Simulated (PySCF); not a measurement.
**Computed structure and properties of [Ho(NH3)]3+**

System: [Ho(NH3)]3+ (singlet in the valence; each metal's 4f electrons, 10 of them, lie in its core potential, out of spins and levels); start: template (C3v). Method: PySCF 2.14.0, RKS r2SCAN, Ho lcecp-1-SVP with ECP56, N def2-SVP, H def2-SVP; non-relativistic Hamiltonian with scalar-relativistic core potentials where named; density fitting; no spin-orbit coupling.

Input of the relaxation:

```python
mol = gto.M(atom='''
Ho     0.00000     0.00000    -0.24008
N     -0.00000    -0.00000     2.25492
H      0.93916     0.00004     2.65292
H     -0.46961     0.81332     2.65292
H     -0.46955    -0.81335     2.65292''',
    basis={'Ho': 'lcecp-1-SVP', 'N': 'def2-SVP', 'H': 'def2-SVP'},
    ecp={'Ho': 'lcecp-1-SVP'},
    charge=3, spin=0)
mf = dft.RKS(mol, xc='R2SCAN')
mf.grids.atom_grid = (50, 194)  # f atoms: unpruned, at least (60, 302)
mf = mf.density_fit()  # fitting sets: Ho AutoAux, N def2-universal-JKFIT, H def2-universal-JKFIT
mf.conv_tol = 1e-08; mf.max_cycle = 55
mf.kernel(dm0)  # dm0: converged density of the start geometry
# quasi-Newton relaxation in Cartesian coordinates to a largest gradient under 0.00045 Eh/bohr, steps kept in the point group
```

Run from Python with OMP_NUM_THREADS=2; the lines above give its settings. Where DIIS fails, smearing, a level shift and second-order steps follow.
It took 12 s on 2 threads of AMD EPYC 7R43 64-Core Processor (Zen 3) (shared host), from the converged density of the start.

Course of the relaxation:

```csv
step,energy above end (eV),largest force component within the symmetry (eV/Å)
0,0.1726,2.682
1,0.0721,1.210
2,0.0172,0.461
3,0.0054,0.356
4,0.0001,0.080
5,0.0000,0.009
6,0.0000,0.003
```

Relaxed geometry (C3v):

```xyz
5

Ho    0.0000    0.0000   -0.1285
N     0.0000    0.0000    2.1776
H     0.9420    0.0000    2.6415
H    -0.4710    0.8158    2.6415
H    -0.4710   -0.8158    2.6415
```

```json
{"contact": "Ho1–N2 (NH3)", "Å": "2.306"}
```

On the finer grid (75, 302):

```json
{
 "HOMO": "-26.83 eV",
 "LUMO": "-20.73 eV",
 "Dipole about the centre of mass": "4.02 D",
 "Set of Mulliken populations of Ho1 outside the core potential": "s 2.10, p 6.05, d 0.38, f 0.01",
 "D3(BJ) dispersion energy (not in the energies)": "-0.025 eV"
}
```

```csv
atom,Mulliken (e),Löwdin (e),spin (e)
Ho1,2.47,2.38,0.00
N2,-0.38,0.01,0.00
H3,0.30,0.20,0.00
H4,0.30,0.20,0.00
H5,0.30,0.20,0.00
```

The 4f levels lie in the core potential and are missing. Their spin isn't counted.

No frequency check is given for this geometry.

Taking off one NH3 (charge 0, singlet; the rest: singlet) in vacuum, both parts rigid, costs 5.84 eV; the small basis without counterpoise inflates it. Parting with an electron moved from the ligand to the metal can be far cheaper, even downhill.

Rigid scan of NH3 along the line from its metal:

(distance to N2 (Å), energy (eV)): (2.01, 0.666), (2.11, 0.255), (2.21, 0.055), (2.31, 0.000), (2.41, 0.042), (2.51, 0.150), (2.71, 0.470)

One start shape was tried, so this needn't be the lowest isomer.

An lcecp potential fixes the number of 4f electrons, so in runs with it no electron can move into or out of that shell.
